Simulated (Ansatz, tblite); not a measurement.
Isomers of CdCl2⁻ (doublet), found by a short tight-binding search and relaxed with r2SCAN-D4/def2-TZVPD in Ansatz.

In the def2 sets Cd takes a core potential; there is no spin–orbit coupling. The xTB rows come from tblite. Correlated methods freeze 10 core orbitals; core or outer-core shells of Cd are correlated, in sets that lack core-valence functions.

Other spin states were run for one of them alone.

A:

```xyz
3

Cd   -0.867    0.717   -1.519
Cl   -0.237   -1.489    0.609
Cl    1.104    0.772    0.911
```

B:

```xyz
3

Cd    0.8071    0.2347   -0.1816
Cl    0.3265   -1.5053    1.5430
Cl   -1.1336    1.2706   -1.3614
```

Problem. Estimate their order by electronic energy at CCSD(T)/def2-TZVPD, counted from the lowest.

Solution. B (0.0) < A (47.9), in kcal/mol.

Problem. Do the other levels pick the same lowest one?

Solution. All that were run do. Energies above each level's lowest (kcal/mol):

```tsv
level	A	B
GFN1-xTB	10.1	0.0
GFN2-xTB	38.9	0.0
HF/def2-TZVPD	58.6	0.0
PBE-D4/def2-TZVPD	35.8	0.0
r2SCAN-D4/def2-TZVPD	43.2	0.0
PBE0-D4/def2-TZVPD	43.0	0.0
r2SCAN0-D4/def2-TZVPD	47.2	0.0
PBE-QIDH/def2-TZVPD	51.5	0.0
MP2/def2-TZVPD	50.8	0.0
CCSD/def2-TZVPD	49.2	0.0
CCSD(T)/def2-TZVPD	47.9	0.0
```
Point groups (tolerance 0.1 Å): A C2v, B C2v. Lower isomers may exist.
